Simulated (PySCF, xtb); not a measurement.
InHI2, SMILES [I][InH][I].

GFN2-xTB (xtb 6.7.1) at its own geometry gives an orbital gap of 3.34 eV and a dipole moment of 4.21 D.

The structure is a stationary point at r2SCAN-D4/def2-SVP. The def2 effective core potentials stand for the cores of I, In; spin–orbit coupling is left out.

Task: What does r2SCAN/def2-TZVPD (PySCF) give? (An estimate is asked for; the answer gives what the named calculation found.)

Result: gap 3.98 eV (levels -6.81 and -2.83 eV), dipole 1.59 D.
